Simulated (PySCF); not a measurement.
C7H8ClF.
SMILES with atom numbers: `[F:1][C@@H:2]1[CH2:3][C@H:4]2[CH:5]=[CH:6][C@@H:7]1[C@H:8]2[Cl:9]`

Cartesian coordinates in Å at the GFN2-xTB level; atoms count from 1:
```xyz
17
C7H8ClF angstrom
F     -0.2325   -2.4804   -0.3914
C     -0.2946   -1.3140    0.3315
C     -1.3433   -0.3465   -0.2398
C     -0.5220    0.9308   -0.5188
C     -0.0381    1.4268    0.8214
C      0.8834    0.5770    1.2597
C      1.0244   -0.5119    0.2260
C      0.7955    0.3362   -1.0336
Cl     0.6631   -0.5652   -2.5529
H     -0.4977   -1.6203    1.3632
H     -2.1611   -0.1622    0.4531
H     -1.7438   -0.7555   -1.1665
H     -1.0201    1.6545   -1.1569
H     -0.4269    2.2975    1.3155
H      1.4143    0.5880    2.1930
H      1.9175   -1.1285    0.2624
H      1.5749    1.0858   -1.1758
```

Probes without a nucleus sit at each ring's centroid and 1 Å off its mean plane on both sides; NICS is minus the shielding there, NICSzz its component along the normal. Level: GIAO PBE0/pcSseg-1 (PySCF, non-relativistic, gas phase) on the GFN2-xTB geometry, one conformer.

Rings: 1. C2–C3–C4–C8–C7; 2. C4–C5–C6–C7–C8.

```json
{"set": "P", "NICS(0)": "-6.6", "NICS(1), two faces": "-4.4 / -9.3", "NICS(1)zz, two faces": "-8.3 / -17.8"}
{"set": "Q", "NICS(0)": "-7.1", "NICS(1), two faces": "-7.3 / -9.2", "NICS(1)zz, two faces": "-6.5 / -9.2"}
```

Which set (ppm) belongs to which ring?

P = 1, Q = 2.
- 1 (5-membered carbocycle; formal bonds all single): mean NICS(1)zz -13.0 ppm, shielded. C2, C3, C4, C7, C8 have four or more neighbours; no verdict on aromaticity is drawn. C5, outside the ring, lies only 1.12 Å from a NICS(1) probe, which then mostly feels that atom.
- 2 (5-membered carbocycle; formal bonds 1 double, 4 single): mean NICS(1)zz -7.8 ppm, shielded. C4, C7, C8 have four or more neighbours, so the value isn't read as a sign of a π ring current. C2, outside the ring, lies only 1.20 Å from a NICS(1) probe, which then mostly feels that atom.

How do the rings differ in shape?

```json
{"ring": "1", "bond lengths (Å)": "1.537, 1.544, 1.534, 1.536, 1.547", "rms pucker (Å)": "0.26", "HOMA": "–", "nearest outside atom to a NICS(1) probe (Å)": "carbon 1.12"}
{"ring": "2", "bond lengths (Å)": "1.509, 1.328, 1.508, 1.536, 1.534", "rms pucker (Å)": "0.26", "HOMA": "–", "nearest outside atom to a NICS(1) probe (Å)": "carbon 1.20"}
```
